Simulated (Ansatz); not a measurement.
Calculated with Ansatz (gas phase, PBE0-D4/def2-TZVP geometries, no zero-point term in ΔE). CBS: MP2 limit from def2 TZ/QZ plus the TZ coupled-cluster correction, frozen cores. This one scheme is used for every species, atoms too. For atomizations the MP2-based limit and the directly extrapolated one differ by several kJ/mol either way, and by 10 to 25 for some Ge, Se and Sn compounds, so smaller differences from it don't rank the levels. Functionals use def2-TZVPP. Open shells (•) are unrestricted, without spin–orbit coupling. Spin–orbit coupling would lower the free atoms: a little for C, Cl, O; strongly for In. Elements past krypton have def2 core potentials. Bonds to In are less sure, by a few kJ/mol each and by 10 to 20 or more in all where they break to atoms, as the def2 sets lack core-valence functions. Each species was taken in one conformer, which may not be the lowest.

Consider the atomization: `[CH3][In-]([CH3])([OH2+])[Cl]` → 2 C• + Cl• + 8 H• + In• + O•.

```tsv
level	ΔE (eV)
PBE0-D4	45.34
PBE-QIDH	45.21
HF/def2-SVP	33.65
MP2/def2-TZVPP	45.10
MP2/def2-QZVPP	45.77
SCS-MP2/def2-QZVPP	45.61
HF/CBS(def2)	33.51
MP2/CBS(def2)	46.25
```

Task: What does CCSD(T)/CBS give? (An estimate is asked.)

Result: Ansatz gave: +45.82 eV. The listed levels differ from it by -0.48, -0.61, -12.17, -0.72, -0.05, -0.21, -12.31, 0.43 eV.

Largest T1 diagnostic among the species: 0.015.

At CCSD(T), def2-SVP lies −2.68 eV from the extrapolated value and def2-TZVPP −1.15 eV: correlation converges slowly with the basis, and small sets miss more of it in the bonded molecule than in its fragments. From PBE to PBE0 (25 % exact exchange), in def2-TZVPP and without D4, ΔE moves by −0.54 eV: exact exchange takes away binding that semilocal exchange gives to molecules.
